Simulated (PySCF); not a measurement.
## Löwdin shares of the frontier orbitals

GaCl2Et, C2H5Cl2Ga.
Geometry (PBE0-D3(BJ)/def2-SVP, Å), atoms numbered from 1 in this order:
```
atom  x, y, z in Å
Ga1    0.6644    1.3327    0.5497
Cl2    2.7783    1.6195    0.7910
Cl3   -0.4233    3.1504    0.2016
C4    -0.2194   -0.4094    0.5759
C5    -0.4263   -0.9863   -0.8236
H6    -1.1838   -0.2661    1.0890
H7     0.3889   -1.0823    1.2001
H8    -0.9434   -1.9579   -0.7761
H9    -1.0386   -0.3245   -1.4559
H10    0.5279   -1.1528   -1.3471
```

The calculation used TDDFT wB97X-D/def2-SVPD, vertical, gas phase, core orbitals frozen in the response in PySCF 2.14.0, density-fitted response routines. The wB97X-D/def2-SVPD calculation is non-relativistic and has no spin–orbit coupling, an omission that weighs most on gallium.

Frontier orbitals with the atoms that hold most of them (Löwdin shares over 4%, at most four atoms; ? is withheld):

| orbital | ε (eV) | atoms |
| --- | --- | --- |
| HOMO-3 | -11.58 | Cl2 46%, Cl3 42%, Ga1 10% |
| HOMO-2 | -11.08 | Cl3 48%, Cl2 44%, Ga1 8% |
| HOMO-1 | -10.85 | ? |
| HOMO | -10.32 | C4 27%, Cl3 19%, Cl2 18%, Ga1 15% |
| LUMO | 0.33 | ? |
| LUMO+1 | 0.54 | Ga1 50%, Cl2 15%, Cl3 14%, C4 11% |
| LUMO+2 | 1.98 | Ga1 42%, Cl2 14%, Cl3 14%, C4 9% |

(1) Which atoms hold the HOMO-1, and with what shares?

(2) Give the leading atoms of the LUMO.

(3) How does S1 compare with the orbital gap of 10.64 eV?

(4) One configuration dominates each of S1, S2 and S3. Which, and how do the shares of the two leading atoms of either orbital change from the occupied to the empty one?

Results:

(1) Cl3 (bonded to Ga) 49%; Cl2 (bonded to Ga) 47%.

(2) Ga1 (bonded to C and 2 Cl) 50%; Cl2 (bonded to Ga) 15%; Cl3 (bonded to Ga) 15%; C4 (bonded to C, Ga and 2 H) 10%. By element: gallium 50%, chlorine 30%, carbon 10% or more.

(3) S1 is at 5.97 eV (f = 0.0074), 4.67 eV below the gap, made of HOMO→LUMO (96%). Without the coupling terms of the response equations the lowest excitation would equal the gap.

(4) 
- S1 (5.97 eV, f 0.0074), HOMO→LUMO (96%): C4 27% → 10%, Cl3 19% → 15%, Ga1 15% → 50%, Cl2 18% → 15%
- S2 (6.48 eV, f 0.0003), HOMO-1→LUMO (98%): Cl3 49% → 15%, Cl2 47% → 15%, Ga1 at most 4% → 50%
- S3 (6.75 eV, f 0.208), HOMO→LUMO+1 (85%): C4 27% → 11%, Cl3 19% → 14%, Ga1 15% → 50%, Cl2 18% → 15%

Löwdin shares depend on the basis, the more so with diffuse functions.

One conformer stands for the species.
